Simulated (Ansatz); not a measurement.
`F[B](F)[SnH3]` and `FB(F)[SiH3]` differ in one atom or group.

Ansatz, PBE0-D4/def2-TZVP geometries, multiplicity 1. 

Elements past krypton have def2 core potentials.

```tsv
property	`F[B](F)[SnH3]`
size of the dipole moment (PBE/def2-TZVPP) / D	0.51
HOMO energy (PBE/def2-TZVPP) / eV	-7.34
size of the dipole moment (B3LYP/def2-TZVPP) / D	0.64
HOMO–LUMO gap (PBE0/def2-TZVPP) / eV	7.47
LUMO energy (B3LYP/def2-TZVPP) / eV	-1.36
HOMO energy (PBE0/def2-TZVPP) / eV	-8.61
```

(1) What does the change do to each property? (Best estimate.)

Answers

(1) Ansatz gave: 
```
                                        property  `FB(F)[SiH3]`  shift
  size of the dipole moment (PBE/def2-TZVPP) / D           0.80   0.29
               HOMO energy (PBE/def2-TZVPP) / eV          -7.75  -0.41
size of the dipole moment (B3LYP/def2-TZVPP) / D           0.94   0.30
            HOMO–LUMO gap (PBE0/def2-TZVPP) / eV           7.97   0.50
             LUMO energy (B3LYP/def2-TZVPP) / eV          -1.38  -0.02
              HOMO energy (PBE0/def2-TZVPP) / eV          -9.13  -0.52
```

Dipoles are sizes alone; their direction can turn.

B3LYP here is the variant with VWN-RPA as its local correlation; programs differ in this.
